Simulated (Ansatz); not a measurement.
Zn2Se⁺. Charge 1, multiplicity 2. Geometry r2SCAN-D4/def2-TZVP, basis def2-TZVP, Ansatz.

```xyz
3

Zn   -1.259   -0.088   -0.774
Zn    1.314   -0.632   -0.260
Se   -0.054    0.720    1.035
```

```json
{"run": "A", "HOMO (eV)": "-10.68", "LUMO (eV)": "-9.85"}
{"run": "B", "HOMO (eV)": "-11.09", "LUMO (eV)": "-9.06"}
{"run": "C", "HOMO (eV)": "-10.44", "LUMO (eV)": "-9.78"}
{"run": "D", "HOMO (eV)": "-10.46", "LUMO (eV)": "-9.67"}
{"run": "E", "HOMO (eV)": "-12.51", "LUMO (eV)": "-6.37"}
```

Another isomer (doublet) lies 0.08 eV lower at PBE0-D4/def2-TZVP; other spin states weren't run for this one.

HOMO and LUMO are taken over both spins.

The runs used B97M-V, HF, PBE, PBE0, r2SCAN. Estimate which is which.

A r2SCAN (0 % exact exchange); B PBE0 (25 % exact exchange); C PBE (0 % exact exchange); D B97M-V (0 % exact exchange); E HF (100 % exact exchange). Exact exchange lowers occupied and raises empty levels; among semilocal functionals meta-GGAs tend to open the gap a little, and such runs are hard to tell apart. The gap grows from 0.66 eV (PBE) to 6.14 eV (HF).
